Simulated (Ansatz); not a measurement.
Reactions of `C=C(Cl)[SiH2]S`.

Isolated molecules relaxed with PBE0-D4/def2-TZVP in Ansatz; ΔE leaves out vibrations. CCSD(T)/CBS is the MP2 limit (def2-TZVPP, def2-QZVPP) plus CCSD(T) − MP2 in def2-TZVPP, frozen cores. This one scheme is used for every species. DFT in def2-TZVPP. B3LYP here is the variant with VWN-RPA as its local correlation; programs differ in this. def2 core potentials past Kr. For Te outer-core shells are correlated without core-valence functions, which leaves a few kJ/mol of doubt a bond. One conformer a species, not always the lowest.

```json
{"reaction": "`C=C(Cl)[SiH2]S` + CH₃SH → `CS[SiH2]S` + `C=CCl`", "B3LYP-D4 (kcal/mol)": "-14.3", "CCSD(T)/CBS(def2) (kcal/mol)": "-14.3"}
{"reaction": "`C=C(Cl)[SiH2]S` + `O[SiH](F)F` → `F[SiH](F)O[SiH2]S` + `C=CCl`", "B3LYP-D4 (kcal/mol)": "-26.0", "CCSD(T)/CBS(def2) (kcal/mol)": "-25.3"}
{"reaction": "`C=C(Cl)[SiH2]S` + H₂Te → `S[SiH2][TeH]` + `C=CCl`", "B3LYP-D4 (kcal/mol)": "-12.6", "CCSD(T)/CBS(def2) (kcal/mol)": "-13.5"}
{"reaction": "`C=C(Cl)[SiH2]S` + H₂ → `C=CCl` + `[SiH3]S`", "B3LYP-D4 (kcal/mol)": "-2.8", "CCSD(T)/CBS(def2) (kcal/mol)": "-2.5"}
{"reaction": "`C=C(Cl)[SiH2]S` + H₂Te → `C=C(Cl)[TeH]` + `[SiH3]S`", "B3LYP-D4 (kcal/mol)": "11.3", "CCSD(T)/CBS(def2) (kcal/mol)": "10.4"}
{"reaction": "`C=C(Cl)[SiH2]S` + `[SiH3]S` → `[SiH3]S[SiH2]S` + `C=CCl`", "B3LYP-D4 (kcal/mol)": "-14.4", "CCSD(T)/CBS(def2) (kcal/mol)": "-14.7"}
{"reaction": "`C=C(Cl)[SiH2]S` + `BCl` → `S[SiH2]BCl` + `C=CCl`", "B3LYP-D4 (kcal/mol)": "5.4", "CCSD(T)/CBS(def2) (kcal/mol)": "5.8"}
```

Largest T1 diagnostic: 0.013, for `S[SiH2]BCl`.
